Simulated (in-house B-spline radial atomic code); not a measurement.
How numerical settings move a run on the arsenic ion As⁺, [Ar] 3d10 4s2 4p2. Computed with an all-electron radial atomic-structure program (B-spline basis): Dirac-Kohn-Sham BLYP, spherical fractional occupations, Fermi nucleus of rms radius 4.0968 fm.

Command:
```bash
python run_scf.py task.json out
```
Settings of the sound reference run:
```
Z                33
electrons        32
configuration    [Ar] 3d10 4s2 4p2
hamiltonian      dirac
method           b88,lyp
spin_polarised   False
nucleus          fermi
rms_radius       4.0968
mass_number      75
atomic_mass      74.92159
speed_of_light   137.036
knot_spacing     0.22
spline_order     8
gauss_points     12
box_radius       35.29
max_iterations   70
damping          0.5
damped_steps     3
diis_vectors     10
tolerance        1e-08
start            Thomas-Fermi
```

Run time, properties included: 1.7 s on 1 thread of Arm Neoverse N1, on a shared host.

It converges in 9 iterations to -2260.995686 hartree, with 4p3/2 at -13.1299 eV. The other runs change the listed settings, some to values that make no sense; their results aren't properties of the atom or ion. Radii are in bohr (the nuclear one in fm), a minus after a letter asks for a j subshell, and «unchanged» means within 1e-8 hartree. The run stops when the residual is below 10 × tolerance × max(1, Z/10), or a noise floor if that is larger, and the energy moves by less than 1e-8 × √|E| hartree; so very loose and very tight tolerances often act alike.

```tsv
changed settings	outcome
method = tpss,tpss	stopped with error: meta-GGAs are not served with the Dirac Hamiltonian
electrons = 33, configuration = [Ar] 3d10 4s2 4p2 3f1, max_iterations = 50	stopped with error: there is no 3f shell
gauss_points = 3	converged in 9 iterations, energy +8.52e-05 hartree from the reference, 4p3/2 level +8.0e-06 eV
gauss_points = 4	converged in 9 iterations, energy +2.70e-07 hartree from the reference
spline_order = 10, box_radius = 17.64, first_knot = 0.000303, max_iterations = 60, damping = 0.2	converged in 10 iterations, energy +1.82e-04 hartree from the reference, 4p3/2 level -8.3e-06 eV
box_radius = 70.58, max_iterations = 5, tolerance = 1e-06, start = bare nucleus	not converged after 5 iterations, last residual 6.3e-02, last energy +1.93e-01 hartree from the reference
gauss_points = 3, max_iterations = 75, damped_steps = 0	converged in 8 iterations, energy +8.52e-05 hartree from the reference, 4p3/2 level -2.7e-06 eV
tolerance = 1e-06	converged in 8 iterations, energy unchanged, 4p3/2 level -3.0e-04 eV
```

Task: What happens with gauss_points = 3, box_radius = 7.06, max_iterations = 60, diis_vectors = 1?

Result: Not converged after 60 iterations, last residual 1.8e+00, last energy +5.44e+01 hartree from the reference.

Task: What happens with tolerance = 1e-13?

Result: Converged in 9 iterations, energy unchanged.

Task: What happens with electrons = 35, configuration = [Ar] 3d10 4s2 4p2 5s3, max_iterations = 50?

Result: Stopped with error: shell 5s holds at most 2 electrons.

Task: What happens with start = bare nucleus?

Result: Converged in 11 iterations, energy unchanged, 4p3/2 level -6.2e-06 eV.
